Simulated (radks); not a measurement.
The numbers below are computed, except where a source is named.
Fractional charge and spin in the 5d shell of iridium: the spin-up occupation runs from 3 to 4 and the spin-down occupation from 2 to 3; the fullest corner is Ir, [Xe] 4f14 6s2 5d(up 4, down 3). Code: a radial shooting solver on a logarithmic mesh with Libxc functionals. Model: scalar-relativistic Kohn-Sham, SCAN, spin-polarised, spherical densities, finite nucleus; meta-GGA in the generalised Kohn-Sham scheme; Fermi nuclear charge, rms radius of each element as measured or else 0.836 A^(1/3) + 0.57 fm. Energy (eV) minus the two flat planes that join the four corners (they meet along the diagonal where the two added fractions sum to one electron); zero is where a piecewise linear energy would lie.

down \ up,3,3.25,3.5,3.75,4
2,0.000,-1.093,-1.446,-1.073,0.000
2.25,-1.086,-1.395,-0.979,0.133,-0.952
2.5,-1.436,-0.976,0.177,-0.867,-1.250
2.75,-1.063,0.132,-0.871,-1.213,-0.928
3,0.000,-0.961,-1.262,-0.939,0.000

Corners above the fullest one (they belong to Ir+ and the next ion): (up 4, down 2) 11.779 eV, (up 3, down 3) 12.479 eV, (up 3, down 2) 35.788 eV. With half an added electron in each spin the energy lies 0.177 eV from the planes, and with half an added electron in spin up alone -1.446 eV. The planes are only a guide here: the flat-plane condition holds for ground states with one frontier orbital, while this shell lies below other occupied shells, so the corners above the fullest one are inner-hole states and not the ground states of those ions.
